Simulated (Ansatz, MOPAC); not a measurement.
Gas-phase reaction in SMILES: NB(N)[CH-]C → C(B(N)[NH-])C

Wanted: isomerisation energy (enthalpy at 298 K), in kcal/mol. Conventions: spin-orbit terms left out; valence correlation only; non-relativistic; no dispersion term unless named. Basis-set limits of correlation are two-point, X^-3; Hartree-Fock from the larger set. First-principles rows: single points at B3LYP-D3(BJ) geometries (Ansatz, a first-principles code), with unscaled harmonic terms from B3LYP/6-31G* (Ansatz) at its own minima. Semi-empirical rows: MOPAC heats of formation at their own minima for 298 K. Anions need diffuse functions, which STO-3G, LANL2DZ, def2-SVP, cc-pVDZ and Pople sets without + lack.

```csv
species,coefficient,"E at HF/STO-3G (Ansatz), Eh","E at B3LYP/def2-TZVPD (Ansatz), Eh","H(298 K) - E, kcal/mol","heat of formation at PM3 (MOPAC), kcal/mol"
C[CH-]B(N)N,-1,-211.18202,-215.53351,72.61,-47.88
CCB([NH-])N,+1,-211.20769,-215.55301,73.36,-50.17
```

Coupled cluster (Ansatz) is a level with limits of its own, used here on species with T1 under 0.025 (0.045 for open shells) and stable references: CCSD(T)/CBS(aug-cc-pVTZ,aug-cc-pVQZ). Value to compare with, CCSD(T)/CBS(aug-cc-pVTZ,aug-cc-pVQZ) (Ansatz): -11.5 kcal/mol. 1 Eh = 627.5095 kcal/mol.

Problem. Work the quantity out at each level, and compare with CCSD(T)/CBS(aug-cc-pVTZ,aug-cc-pVQZ) (Ansatz).

Solution. 
- HF/STO-3G: the sum of coefficient times E is -0.02567 Eh, or -16.11 kcal/mol; the thermal terms add 0.75. Result: -15.4 kcal/mol. Its difference against CCSD(T)/CBS(aug-cc-pVTZ,aug-cc-pVQZ) (Ansatz) is -3.9 kcal/mol.
- B3LYP/def2-TZVPD: the sum of coefficient times E is -0.01950 Eh, or -12.24 kcal/mol; the thermal terms add 0.75. Result: -11.5 kcal/mol. Its difference against CCSD(T)/CBS(aug-cc-pVTZ,aug-cc-pVQZ) (Ansatz) is 0.0 kcal/mol.
- PM3: the sum of coefficient times heat of formation is -2.29 kcal/mol; it needs no thermal term. Its difference against CCSD(T)/CBS(aug-cc-pVTZ,aug-cc-pVQZ) (Ansatz) is 9.2 kcal/mol.
